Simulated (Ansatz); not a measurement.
System: [amino(methyl)boranyl]methane, C$_{2}$H$_{8}$BN, charge 0, multiplicity 1. SMILES: CB(C)N
Geometry from a B3LYP-D3(BJ)/def2-TZVP (Ansatz, a program for electronic structure) optimisation:
```
B
N 1 1.4003
H 2 1.0067 1 123.21
H 2 1.0067 3 113.57 1 -180.00
C 1 1.5804 2 119.63 3 0.00
H 5 1.0930 1 114.13 2 0.00
H 5 1.0948 6 107.64 1 123.25
H 5 1.0948 6 107.64 7 113.50
C 1 1.5804 2 119.63 3 -180.00
H 9 1.0930 1 114.13 2 0.00
H 9 1.0948 10 107.64 1 -123.25
H 9 1.0948 10 107.64 11 -113.50
```

Computed values are from Ansatz. Correlated levels leave the core frozen unless marked. UHF or UKS for open shells. Spin-orbit coupling is left out. No relativistic terms. CBS(X,Y): correlation extrapolated as X^-3; Hartree-Fock from the larger set. [CCSD(T)-MP2]/basis is that difference in the basis named.

### Question
What is the T1 diagnostic at CCSD/aug-cc-pVTZ?

### Answer
0.011.

### Question
What is the total energy at RI-MP2/CBS(aug-cc-pVTZ,aug-cc-pVQZ)+[CCSD(T)-MP2]/aug-cc-pVTZ?

### Answer
-160.4876 Eh.

### Question
What is the dipole moment at CCSD(T)/aug-cc-pVDZ?

### Answer
1.29 D.

### Question
What is the atomisation energy De at RI-MP2/CBS(aug-cc-pVTZ,aug-cc-pVQZ)+[CCSD(T)-MP2]/aug-cc-pVTZ?

### Answer
4643.8 kJ/mol.
